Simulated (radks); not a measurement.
Values are calculated unless marked as measured or tabulated.
Ionisation of the iodine ion I+, [Kr] 4d10 5s2 5p4, to I2+, [Kr] 4d10 5s2 5p3, under several functionals. Dirac Kohn-Sham, spin-unpolarised, spherical densities, point nucleus; open shells fill j = l - 1/2 first; a radial shooting solver on a logarithmic mesh with Libxc functionals.

functional,E(I+) (hartree),Exc (hartree),IE (eV),-e(HOMO) (eV),<r> HOMO (bohr),IE error (eV)
PBE,-7118.64282,-181.30978,19.347,14.896,2.359,+0.215
OLYP,-7121.37713,-184.16805,19.225,14.774,2.355,+0.094
AM05,-7113.09557,-175.69789,19.338,14.878,2.352,+0.207
HCTH/407,-7123.07159,-185.94862,19.527,15.059,2.350,+0.396

NIST Atomic Spectra Database: 19.131 eV (measured). Closest: OLYP. The Delta-SCF values span 0.30 eV, the total energies 9.98 hartree. The highest occupied level is 5p3/2. Spin polarisation and multiplet splitting are left out, so open shells lie too high by an amount that depends on their filling.

Beside tabulated values, note that spin-unpolarised runs miss the spin-polarisation part of the exchange energy of open shells.
